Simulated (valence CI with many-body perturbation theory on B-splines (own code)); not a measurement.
# E1 transitions of Fe²⁰⁺

Calculated by valence CI with perturbative core correlation (CI+MBPT): four valence electrons over a frozen Dirac-Fock core [He], radial functions for each j: 11 s, 11 p, 10 d, 8 f, 5 g, 2 h, with the one-electron correlation potential Σ1, the two-electron term Σ2, the three-electron term Σ3, Breit, model QED; selected CI, second order for the rest, scaled by the run's own slope (own B-spline code, finite nucleus).

No measured levels were compared; by estimate levels of excited configurations hold to 0.05 to 0.15 % of their energy, terms of the ground configuration to about 0.5 %. Among the levels kept, up to 1000 cm⁻¹ of a level comes from second order outside the variational space, and about a tenth of that is noise between levels of different J, which matters for small intervals.

Lines 1 to 50 of 550 in falling wavelength, among levels below 1171.2 eV, chosen from the strongest by gf and those to the six lowest levels. Wavelengths and rates use the calculated energies, so an error of 500 cm⁻¹ moves a line at 693.4 Å by 0.35 % and its rate by three times that or more. Electric multipoles are in the length gauge with retardation, E1 and E2 with the static RPA response of the core. Weak lines are less certain than strong ones. Lines between different terms over intervals too small for the method are left out, as are lines whose strength nearly cancels. The highest levels of a list are the least certain.

Names give the largest LS component (configuration and term), which can be under half, so a name can repeat, a term be missing and a line seem to break the LS rules; names also repeat where a configuration has a term twice. Letters in brackets count levels of one name in rising energy.

```csv
λ vac (Å),Upper,Lower,A (s⁻¹),S (a.u.)
693.4,2p³3p ³P_1 [a],2p³3s ³S°_1,4.38e+08,2.16e-01
644.2,2s2p²3p ¹D°_2 [a],2s2p²3s ¹D_2,3.29e+08,2.17e-01
607.5,2p³3p ³P_2 [a],2p³3s ³S°_1,5.51e+08,3.05e-01
605.7,2p³3p ³F_3,2p³3s ³D°_3,5.56e+08,4.27e-01
598.6,2p³3p ¹F_3 [b],2p³3s ¹D°_2,7.17e+08,5.31e-01
594.2,2p³3p ³F_2,2p³3s ³D°_2,5.45e+08,2.82e-01
576.6,2s2p²3p ¹F°_3,2s2p²3s ¹D_2,8.97e+08,5.94e-01
563.4,2s2p²3d ¹F_3 [a],2s2p²3p ³P°_2 [b],3.40e+08,2.10e-01
556.9,2s²2p3p ³P_1 [b],2s²2p3s ¹P°_1,7.39e+08,1.89e-01
552.1,2p³3p ⁵P_1 [b],2p³3s ⁵S°_2,7.33e+08,1.83e-01
542.6,2p³3p ⁵P_2,2p³3s ⁵S°_2,1.14e+09,4.49e-01
541.2,2p³3d ⁵D°_3,2p³3p ⁵P_3,3.77e+08,2.07e-01
540.1,2s2p²3d ³F_4 [b],2s2p²3p ³D°_3 [b],4.56e+08,3.19e-01
539.1,2s2p²3p ³F°_2,2s2p²3s ³D_1,6.67e+08,2.58e-01
534.3,2s2p²3d ⁵F_5,2s2p²3p ⁵D°_4,1.10e+09,9.15e-01
532.7,2p³3p ³D_2,2p³3s ³D°_1,9.77e+08,3.65e-01
532.7,2s2p²3p ³D°_3 [a],2s2p²3s ³P_2 [a],9.65e+08,5.04e-01
531.9,2s2p²3p ³D°_2 [a],2s2p²3s ³P_1 [a],9.65e+08,3.58e-01
529.5,2p³3d ⁵D°_4,2p³3p ⁵P_3,1.28e+09,8.43e-01
527.6,2s2p²3d ⁵P_2,2s2p²3p ⁵S°_2,6.29e+08,2.28e-01
526.8,2p³3p ³F_3,2p³3s ³D°_2,6.18e+08,3.12e-01
526.4,2s2p²3p ⁵D°_1,2s2p²3s ⁵P_1,1.10e+09,2.37e-01
520.5,2s2p²3d ³F_3 [b],2s2p²3p ³D°_2 [b],4.66e+08,2.27e-01
518.4,2s2p²3d ⁵F_4,2s2p²3p ⁵D°_3,1.19e+09,7.40e-01
517.8,2s2p²3p ³P°_1 [a],2s2p²3s ³P_2 [a],9.23e+08,1.90e-01
511.1,2s2p²3d ³D_3 [b],2s2p²3p ³D°_3 [b],5.12e+08,2.36e-01
510.6,2s2p²3d ⁵P_1,2s2p²3p ⁵S°_2,9.24e+08,1.82e-01
509.4,2s2p²3p ³P°_2 [a],2s2p²3s ³P_2 [a],1.20e+09,3.90e-01
507.5,2s2p²3d ³G_5,2s2p²3p ³F°_4,1.34e+09,9.54e-01
504.4,2s2p²3d ⁵D_4,2s2p²3p ⁵D°_4,4.74e+08,2.70e-01
500.8,2s2p²3d ³F_4 [c],2s2p²3p ³D°_3 [c],1.18e+09,6.56e-01
499.4,2s2p²3d ³F_4 [b],2s2p²3p ¹F°_3,3.21e+08,1.78e-01
499.3,2s2p²3d ⁵F_3 [a],2s2p²3p ⁵D°_2,1.27e+09,5.46e-01
498.6,2s2p²3d ³D_3 [d],2s2p²3p ³P°_2 [c],1.25e+09,5.37e-01
497.6,2p³3p ³F_4,2p³3s ³D°_3,2.04e+09,1.12e+00
496.5,2s2p²3d ³D_3 [c],2s2p²3p ³D°_2 [c],1.27e+09,5.38e-01
491.6,2s2p²3d ⁵D_2,2s2p²3p ⁵P°_2,5.71e+08,1.68e-01
489.9,2s2p²3p ³D°_3 [c],2s2p²3s ³P_2 [b],1.42e+09,5.78e-01
489.5,2p³3p ¹F_3 [a],2p³3s ³D°_2,1.15e+09,4.68e-01
487.9,2s2p²3d ³D_2 [b],2s2p²3p ³D°_2 [b],5.14e+08,1.47e-01
486.5,2s2p²3d ³G_4,2s2p²3p ³F°_3,1.37e+09,7.00e-01
485.4,2p³3d ³D°_2,2p³3p ³P_1 [a],1.16e+09,3.28e-01
485.0,2p³3p ⁵P_3,2p³3s ⁵S°_2,1.92e+09,7.55e-01
484.1,2s2p²3d ³F_4 [b],2s2p²3p ³F°_4,3.96e+08,1.99e-01
483.8,2p³3d ⁵D°_3,2p³3p ⁵P_2,1.07e+09,4.20e-01
483.1,2p³3d ⁵D°_2,2p³3p ⁵P_2,7.91e+08,2.20e-01
482.4,2s2p²3p ⁵P°_3,2s2p²3s ⁵P_3,1.40e+09,5.44e-01
482.3,2s2p²3d ¹F_3 [b],2s2p²3p ¹D°_2 [b],1.21e+09,4.71e-01
481.7,2s²2p3d ³F°_4,2s²2p3p ³D_3,1.39e+09,6.88e-01
478.2,2s2p²3d ⁵D_4,2s2p²3p ⁵P°_3,1.01e+09,4.88e-01
```
